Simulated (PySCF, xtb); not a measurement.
C2H7NOSi2, SMILES [SiH3]C1=NC[SiH2]O1.

GFN2-xTB run with xtb at its own geometry gives an orbital gap of 3.52 eV and a dipole moment of 1.23 D.

Geometry optimised at PBE0-D3(BJ)/def2-SVP. The structure was generated by enumeration, and PubChem lists no compound with its InChIKey, so it may never have been made. The values are those of a single conformer.

Q: What does PBE/def2-TZVP (PySCF) give? (An estimate is asked for; the answer gives what the named calculation found.)

A: gap 4.70 eV (levels -6.10 and -1.40 eV), dipole 1.46 D.
